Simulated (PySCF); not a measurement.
GeO, SMILES [O]=[Ge] (connectivity only; charge and spin as stated), neutral, multiplicity 1.

Geometry optimised at r2SCAN-D4/def2-TZVPD.

Computed with TDDFT-LC-ωPBE/def2-TZVPD run with PySCF.

Vertical excitations; the highest root listed may be one member of a degenerate set. Isolated molecule, no solvent.

Computed UV-visible absorptions:
```tsv
state	energy (eV)	λ (nm)	f	main pairs
S1	5.00	248	0.000	HOMO−1→LUMO 48 %, HOMO−2→LUMO+1 48 %
S2	5.05	246	0.049	HOMO→LUMO (degenerate set)
S3	5.05	246	0.049	HOMO→LUMO+1 (degenerate set)
S4	5.30	234	0.000	HOMO−2→LUMO+1, HOMO−1→LUMO (degenerate set)
S5	5.30	234	0.000	HOMO−2→LUMO, HOMO−1→LUMO+1 (degenerate set)
S6	7.21	172	0.021	HOMO−1→LUMO+1 35 %, HOMO−2→LUMO 35 %, HOMO→LUMO+3 23 %
S7	8.51	146	0.072	HOMO−1→LUMO+3, HOMO−1→LUMO+2 (degenerate set)
S8	8.51	146	0.072	HOMO−2→LUMO+3, HOMO−2→LUMO+2 (degenerate set)
S9	8.81	141	0.132	HOMO→LUMO+2 76 %, HOMO→LUMO+3 12 %
S10	9.17	135	0.812	HOMO→LUMO+3 58 %, HOMO→LUMO+2 19 %
T1	3.88	320	0	HOMO→LUMO (degenerate set)
T2	3.88	320	0	HOMO→LUMO+1 (degenerate set)
T3	4.12	301	0	HOMO−2→LUMO 47 %, HOMO−1→LUMO+1 47 %
T4	4.48	277	0	HOMO−2→LUMO+1 47 %, HOMO−1→LUMO 47 %
```
Triplets are in the Tamm–Dancoff approximation, which puts them higher than full response would, so one can lie above its singlet here.
